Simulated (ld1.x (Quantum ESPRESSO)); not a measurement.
# Logarithmic derivatives: sulfur (S), PAW

* Element: S
* Generator: ld1.x (Quantum ESPRESSO) 7.5
* Type: PAW
* Functional: PBEsol
* Relativity: scalar-relativistic
* Frozen core: [Ne]
* Valence charge: 6
* Reference configuration: 3s2 3p4
* Partial waves: 3s (bound): rcut 1.15, rcutus 1.20 bohr; 3s channel at 0.9 Ry: rcut 1.15, rcutus 1.20 bohr; 3p (bound): rcut 1.10, rcutus 1.15 bohr; 3p channel at 3.95 Ry: rcut 1.10, rcutus 1.15 bohr; 3d channel at 0.25 Ry: rcut 0.95, rcutus 1.15 bohr
* Local potential: all-electron potential smoothed inside 1.00 bohr (lloc = -1)
* Core correction: Bessel-smoothed model core inside 0.75 bohr
* Augmentation charge: BESSEL, radius 0.90 bohr

The phase is arctan(r·u′/u) with u = r·R(r), unwrapped; energies in Ry, scanned from -3 to 5 Ry. A pole is an energy at which the radial function vanishes at the test radius. The pseudo phase is shifted by a multiple of π to meet the all-electron one at the reference energy, and phase errors are pseudo minus all-electron; the curves can meet again beyond the range given. Levels narrower than the energy grid can be missing from the lists of poles.

A narrow feature of the pseudo curve, probably an extra level, lies near -0.08 Ry in the p channel; the grid steps over it, so the window and error are not given (n/a).

Q: For each channel, where are the poles, and over which energies does the pseudopotential scatter like the atom?

A:

```json
{"channel": "s", "radius (bohr)": "1.29", "reference energy (Ry)": "-1.26", "poles, all-electron": "none", "poles, pseudo": "none", "unbroken range about the reference energy with phases within 0.05 rad": "the whole range", "phase error 1 Ry above the reference energy (rad)": "+0.000"}
{"channel": "p", "radius (bohr)": "1.29", "reference energy (Ry)": "-0.51", "poles, all-electron": "none", "poles, pseudo": "none", "unbroken range about the reference energy with phases within 0.05 rad": "n/a", "phase error 1 Ry above the reference energy (rad)": "n/a"}
{"channel": "d", "radius (bohr)": "1.29", "reference energy (Ry)": "0.25", "poles, all-electron": "none", "poles, pseudo": "none", "unbroken range about the reference energy with phases within 0.05 rad": "the whole range", "phase error 1 Ry above the reference energy (rad)": "+0.001"}
```

Note: ghost state, extra bound levels that the all-electron valence spectrum of the same l lacks: s at -69.1 eV. A true bound ghost makes a file unfit for plane-wave use.

Phases in the s channel:

| E (Ry) | all-electron | pseudo |
| --- | --- | --- |
| -3.00 | 0.867 | 0.868 |
| -2.52 | 0.769 | 0.770 |
| -2.04 | 0.642 | 0.642 |
| -1.56 | 0.474 | 0.474 |
| -1.08 | 0.257 | 0.257 |
| -0.60 | -0.006 | -0.005 |
| -0.12 | -0.286 | -0.286 |
| 0.36 | -0.545 | -0.545 |
| 0.84 | -0.758 | -0.758 |
| 1.32 | -0.922 | -0.922 |
| 1.80 | -1.047 | -1.047 |
| 2.28 | -1.143 | -1.143 |
| 2.76 | -1.217 | -1.217 |
| 3.24 | -1.277 | -1.276 |
| 3.72 | -1.325 | -1.325 |
| 4.20 | -1.365 | -1.364 |
| 4.68 | -1.399 | -1.398 |
